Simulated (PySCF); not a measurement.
Compound: C₄H₇BF₂O₂.
Z-matrix (Å and degrees, PBE0-D3(BJ)/def2-SVP geometry), rows numbered from 1:
```
C 
C   1  1.4995
O   2  1.2035  1  125.38
O   2  1.3411  1  111.23  3  -178.79
C   4  1.4254  2  116.58  1   177.85
C   5  1.5145  4  112.05  2   -78.33
B   6  1.5601  5  114.93  4  -173.37
F   7  1.3190  6  121.35  5  -178.17
F   7  1.3216  6  122.36  5     2.27
H   1  1.1011  2  108.76  3    99.42
H   1  1.0958  2  109.52  3   -19.39
H   1  1.0977  2  110.96  3  -142.39
H   5  1.1006  4  109.11  2    44.35
H   5  1.0984  4  104.94  2   160.57
H   6  1.1049  5  110.46  4   -51.25
H   6  1.1037  5  109.94  4    64.98
```

Level of theory: PySCF 2.14.0, density-fitted response routines, TDDFT wB97X-D/def2-SVPD, vertical, gas phase, core orbitals frozen in the response.

Frontier orbitals with the atoms that hold most of them (Löwdin shares over 4%, at most four atoms; ? is withheld):

```csv
orbital,ε (eV),atoms
HOMO-3,-12.20,"C6 26%, B7 12%, O3 10%, H16 8%"
HOMO-2,-11.88,"O4 26%, C5 21%, C6 12%, H13 11%"
HOMO-1,-10.93,"O4 43%, O3 26%, C6 9%, C5 8%"
HOMO,-10.17,?
LUMO,?,?
LUMO+1,2.02,"C2 27%, O3 21%, B7 16%, O4 11%"
LUMO+2,2.09,"B7 41%, F9 17%, C6 16%, F8 14%"
```

Problem. Give the leading atoms of the LUMO.

Solution. B7 (bonded to C and 2 F) 37%; C2 (bonded to C and 2 O) 14%; O3 (bonded to C) 10%; C6 (bonded to B, C and 2 H) 5%. By element: boron 37%, carbon 19% or more, oxygen 10% or more.

Problem. Give the leading atoms of the HOMO.

Solution. O3 (bonded to C) 66%; O4 (bonded to 2 C) 10%; C1 (bonded to C and 3 H) 9%; C2 (bonded to C and 2 O) 8%. By element: oxygen 76%, carbon 17% or more.

Problem. What is the LUMO energy, and the HOMO–LUMO gap?

Solution. ε(LUMO) = 1.73 eV; the gap is 11.90 eV (0.4372 hartree).

Problem. The HOMO–LUMO gap is 11.90 eV. Where does the response calculation put the lowest singlet, and from which orbitals?

Solution. S1 is at 5.98 eV (f = 0.0009), 5.92 eV below the gap, made of HOMO→LUMO+1 (64%), HOMO→LUMO (33%). Its leading pair isn't HOMO and LUMO; the energies of that pair differ by 12.19 eV. 

Next come S2 at 8.10 eV (f 0.011), HOMO→LUMO+3 (31%), HOMO→LUMO (23%), HOMO-1→LUMO+1 (12%); S3 at 8.25 eV (f 0.147), HOMO-1→LUMO (36%), HOMO-1→LUMO+1 (32%), HOMO→LUMO+3 (16%); S4 at 8.62 eV (f 0.019), HOMO-1→LUMO+2 (36%), HOMO-3→LUMO+2 (34%), HOMO→LUMO+2 (14%); S5 at 8.68 eV (f 0.0002), HOMO-2→LUMO+1 (47%), HOMO-2→LUMO (31%), HOMO-5→LUMO+1 (10%).

Löwdin shares depend on the basis, the more so with diffuse functions.

Time: 6.6 min of wall time; peak memory 1.3 GiB. Hardware: one thread of an Arm Neoverse N1 (shared host).

One conformer stands for the species.
